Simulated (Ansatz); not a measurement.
Two structures of BNH$_{2}$ClF, singlet, reached by relaxing down either side of one saddle point (PBE0-D4/def2-TZVP). Energies are electronic, without zero-point energy. Program: Ansatz 0.2.0. Basis: def2-TZVPP and def2-QZVPP. Cores are frozen in the correlated methods. Extrapolation: Hartree–Fock as exp(−7.88 √X), correlation as X^−2.97. First:

B1  (0.560, 0.228, 0.084)
Cl2  (0.628, 1.932, 0.544)
N3  (-0.653, -0.409, -0.136)
H4  (-1.535, 0.059, -0.045)
F5  (1.705, -0.432, -0.049)
H6  (-0.705, -1.378, -0.398)
(Å)

Second:

B1  (0.950, -0.827, -0.185)
Cl2  (-0.987, 2.335, 0.590)
N3  (-0.294, -0.726, -0.207)
H4  (-0.687, 1.107, 0.271)
F5  (2.232, -0.809, -0.131)
H6  (-1.214, -1.081, -0.338)
(Å)

Task: Which bonds change from the first to the second?

Result: BNH₂ClF ([NH2][B]([F])[Cl]) → BNHF ([NH][B][F]) + HCl; bonds formed: Cl2–H4; bonds broken: B1–Cl2, N3–H4.

Task: Give the saddle point's structure and its height above each. (Judge from chemistry; the value comes from the calculation.)

Result: Computed: 314.8 kJ/mol above the first and 50.6 kJ/mol above the second (CCSD(T) at an estimated basis limit (MP2 extrapolated from triple and quadruple zeta, plus CCSD(T) − MP2 in triple zeta)).
```
6
angstrom
B 0.6714 -0.3435 -0.0658
Cl -0.1179 1.9671 0.5243
N -0.5817 -0.6318 -0.1929
H -0.8200 0.7545 0.1704
F 1.9479 -0.2905 -0.0010
H -1.0998 -1.4557 -0.4349
```

No T1 diagnostic of these runs exceeds 0.015.

Labels in which every atom is bracketed show which atoms are joined, not bond orders.

For scale, one of the runs: CCSD(T)/def2-TZVPP, 163 basis functions, launched by `ansatz run in.yaml --threads 2 --pin off --events-out ev --progress --plain --max-ram 4352MiB`. The run took 25 s on 2 CPU threads of an Arm Neoverse V2 (shared host), with 1.3 GiB of host memory at its peak.
